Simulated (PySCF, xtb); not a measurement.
HP2, SMILES P#[PH+], charge +1.

Harmonic wavenumbers (cm⁻¹) from GFN2-xTB run with xtb at its own minimum, in rising order: 542, 542, 925, 2361.

Problem. What does PBE-D3(BJ)/def2-TZVPD (PySCF) give at its own minimum? (The exact figures need the calculation; the answer reports its results.)

Solution. 116, 116, 784, 2317. Paired by order, the mean absolute difference is 259 cm⁻¹ and the zero-point energies are 6.2 and 4.8 kcal/mol.
